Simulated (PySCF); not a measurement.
**Radial density of O (oxygen, neutral)**

UHF, [He] 2s2 2p4, high-spin 3P determinant. All numbers are calculated (PySCF 2.14, the non-relativistic Hamiltonian (point nucleus), in def2-SVP (3s2p1d, 14 functions)).

```
r (bohr)  4πr²ρ (e/bohr)  4πr²(ρα − ρβ)
 0.00336         0.03965         0.0001
 0.00566          0.1106         0.0003
 0.00951          0.3015         0.0008
  0.0160          0.7780         0.0021
  0.0269           1.834         0.0049
  0.0453           3.898         0.0105
  0.0762           6.759         0.0209
   0.128           8.573         0.0563
   0.215           6.547         0.2197
   0.362           3.322         0.6924
   0.610           3.990         1.4625
    1.03           4.476         1.4501
    1.72           1.845         0.5434
    2.90          0.2383         0.0743
    4.88       0.0003542         0.0001
```
